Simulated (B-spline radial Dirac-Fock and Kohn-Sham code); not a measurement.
# Sb 5s: cross section and angular parameters

System: neutral antimony, [Kr] 4d10 5s2 5p3; threshold 15.38 eV (orbital energy of the model). Model: Dirac-Hartree-Slater photoionisation with a Latter tail; cross sections with all multipoles, angular parameters from the dipole term and its interference with E2. Program: a radial finite-basis atomic code.

Input of the calculation (task.json; shells as n, l, electrons):

```json
{"items": [{
  "Z": 51,
  "q": 0,
  "cfg": [[1, 0, 2], [2, 0, 2], [2, 1, 6], [3, 0, 2], [3, 1, 6], [3, 2, 10], [4, 0, 2], [4, 1, 6], [4, 2, 10], [5, 0, 2], [5, 1, 3]],
  "A": 121,
  "rrms": 4.6802,
  "do": "xps",
  "hv": [64.7, 69.8, 81.0, 91.8, 100, 176.0, 200, 244.0, 300, 395.0, 400, 505.0, 600, 682.0, 683.0, 700.0, 800, 925.0, 1050.0, 1960.0, 2220.0, 2510.0, 4700.0, 5414.7, 5510.0, 6000, 8880.0, 11500.0, 14100.0],
  "edges": {"K": 30491.0, "L1": 4698.0, "L2": 4380.0, "L3": 4132.0, "M1": 940.0, "M2": 812.7, "M3": 766.4, "M4": 537.5, "M5": 528.2, "N1": 153.2, "N2": 95.6, "N3": 95.6}
}]}
```

Launch: `python xray2_run.py task.json out`

For linearly polarised light dσ/dΩ = σ/(4π) [1 + β P₂(cos θ) + (δ + γ cos²θ) sin θ cos φ], with θ from the polarisation vector and φ the angle between the beam and the projection of the electron momentum on the plane normal to the polarisation.

```
hν (eV)  σ (kb)      β       γ
   64.7     109  1.925   0.037
   69.8     104  1.933   0.065
     81    92.1  1.944   0.107
   91.8    81.2  1.950   0.137
    100    74.1  1.954   0.154
    176    38.5  1.970   0.245
    200    32.8  1.972   0.261
    244    25.2  1.976   0.281
    300    19.0  1.978   0.292
    395    12.8  1.981   0.292
    400    12.5  1.982   0.292
    505    8.81  1.984   0.277
    600    6.73  1.985   0.256
    682    5.48  1.986   0.235
    683    5.47  1.986   0.235
    700    5.25  1.986   0.230
    800    4.22  1.987   0.204
    925    3.31  1.987   0.170
   1050       ?      ?       ?
   1960   0.887  1.990  -0.032
   2220   0.706  1.990  -0.059
   2510   0.563  1.991  -0.081
   4700   0.169  1.992  -0.053
 5414.7   0.128  1.992  -0.002
   5510   0.124  1.992   0.005
   6000   0.104  1.992   0.048
   8880  0.0462  1.992   0.346
  11500  0.0265  1.991   0.637
  14100  0.0169  1.991   0.924
```

Q: Give the values at 1050 eV.

A: σ = 2.67 kb, β = 1.988, γ = 0.137. For an s subshell δ is negligible.
